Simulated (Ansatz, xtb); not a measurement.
C4H9FOSi: 9 structures ranked

9 gas-phase structures of C4H9FOSi, from a drawn sample of its isomers (lower ones may exist). Each was relaxed with GFN2-xTB; where two conformers were screened, the lower at r2SCAN-D4/def2-SVP is listed:

A. `F[C@@H]1CCO[C@@H]1[SiH3]`, a singlet
B. `F[C@@H]1CCO[C@H]1[SiH3]`, a singlet
C. `F[C@@H]1COC[C@H]1[SiH3]`, a singlet
D. `F[C@@H]1COC[C@@H]1[SiH3]`, a singlet
E. `F[C@@H]1C[C@@H]([SiH3])CO1`, a singlet
F. `F[C@@]1([SiH3])CCCO1`, a singlet
G. `F[C@@H]1C[C@H]([SiH3])CO1`, a singlet
H. `F[C@@H]1CC[C@H]([SiH3])O1`, a singlet
I. `F[C@@H]1CC[C@@H]([SiH3])O1`, a singlet

Make a reasoned guess at their ranking by r2SCAN-D4/def2-SVP single-point energy.

Calculated order at r2SCAN-D4/def2-SVP: E (0.0), G (1.4), H (2.3), I (2.8), F (3.7), D (10.0), A (11.7), C (12.1), B (13.0) kcal/mol. Less than 1 kcal/mol parts G and H; H and I; I and F; A and C; C and B, so the order within those pairs means little.

Energies above the lowest of each column, in kcal/mol; the last columns are at PBE0-D3(BJ)/def2-SVP geometries and were run for some of them only (a dash: not run or not comparable):

```json
{"structure": "E", "GFN2-xTB": "1.3", "HF/STO-3G": "0.6", "r2SCAN-D4/def2-SVP": "0.0", "PBE0-D3(BJ)/def2-SVP": "0.0", "CCSD(T)/def2-SVP + ΔMP2/def2-TZVPP": "0.0"}
{"structure": "G", "GFN2-xTB": "1.1", "HF/STO-3G": "0.0", "r2SCAN-D4/def2-SVP": "1.4", "PBE0-D3(BJ)/def2-SVP": "1.3", "CCSD(T)/def2-SVP + ΔMP2/def2-TZVPP": "1.0"}
{"structure": "H", "GFN2-xTB": "0.0", "HF/STO-3G": "2.7", "r2SCAN-D4/def2-SVP": "2.3", "PBE0-D3(BJ)/def2-SVP": "2.2", "CCSD(T)/def2-SVP + ΔMP2/def2-TZVPP": "2.2"}
{"structure": "I", "GFN2-xTB": "0.7", "HF/STO-3G": "2.9", "r2SCAN-D4/def2-SVP": "2.8", "PBE0-D3(BJ)/def2-SVP": "2.7", "CCSD(T)/def2-SVP + ΔMP2/def2-TZVPP": "2.7"}
{"structure": "F", "GFN2-xTB": "0.6", "HF/STO-3G": "1.1", "r2SCAN-D4/def2-SVP": "3.7", "PBE0-D3(BJ)/def2-SVP": "4.2", "CCSD(T)/def2-SVP + ΔMP2/def2-TZVPP": "4.3"}
{"structure": "D", "GFN2-xTB": "6.2", "HF/STO-3G": "4.7", "r2SCAN-D4/def2-SVP": "10.0", "PBE0-D3(BJ)/def2-SVP": "9.5", "CCSD(T)/def2-SVP + ΔMP2/def2-TZVPP": "9.2"}
{"structure": "A", "GFN2-xTB": "5.6", "HF/STO-3G": "6.6", "r2SCAN-D4/def2-SVP": "11.7", "PBE0-D3(BJ)/def2-SVP": "–", "CCSD(T)/def2-SVP + ΔMP2/def2-TZVPP": "–"}
{"structure": "C", "GFN2-xTB": "6.3", "HF/STO-3G": "7.2", "r2SCAN-D4/def2-SVP": "12.1", "PBE0-D3(BJ)/def2-SVP": "–", "CCSD(T)/def2-SVP + ΔMP2/def2-TZVPP": "–"}
{"structure": "B", "GFN2-xTB": "6.1", "HF/STO-3G": "6.7", "r2SCAN-D4/def2-SVP": "13.0", "PBE0-D3(BJ)/def2-SVP": "–", "CCSD(T)/def2-SVP + ΔMP2/def2-TZVPP": "–"}
```

CCSD(T)/def2-SVP + ΔMP2/def2-TZVPP puts E lowest of those it was run on; GFN2-xTB picks H, HF/STO-3G picks G. Flexible structures stand in one conformer each, not always the lowest. Frequencies (GFN2-xTB) were run for D, E, F, G, H, I alone. ΔMP2 is the change of the MP2 energy from the smaller to the larger basis.

Over these structures GFN2-xTB departs from r2SCAN-D4/def2-SVP by 2.2 kcal/mol on average once a common shift is removed. A GFN2-xTB relaxation took about 0.33 s and the r2SCAN-D4/def2-SVP energy about 5.1 s on a shared host (Ansatz 0.2.0, xtb 6.7.1).
